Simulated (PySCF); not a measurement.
Computed IR spectrum (relative IR intensity) of a molecule C3H7NOSi. Coordinates come from a PBE0-D3(BJ)/def2-SVP optimisation. The values are those of a single conformer. Level of theory: PBE0-D3(BJ)/def2-SVP (PySCF). Frequencies are harmonic and unscaled.

Lines under 2 % of the strongest are left out, and lines within 2 cm⁻¹ are merged.

```csv
ν (cm⁻¹),relative intensity
231,3.7
281,12
333,6.6
363,45
505,44
580,18
646,13
693,17
716,13
763,9.4
787,23
857,37
906,5.5
933,100
958,82
979,5.4
1160,34
1234,13
1356,8.3
1412,21
1437,3.5
2229,51
2288,53
3050,7.7
3099,2.2
3485,30
3614,9.4
3899,34
```

Identify the compound among the candidates.
(A) N#CCC[SiH2]O
(B) C=C1OC[Si@@H]1N
(C) C#CCN[SiH2]O
(D) C#C[Si@@](C)(N)O

C, C#CCN[SiH2]O
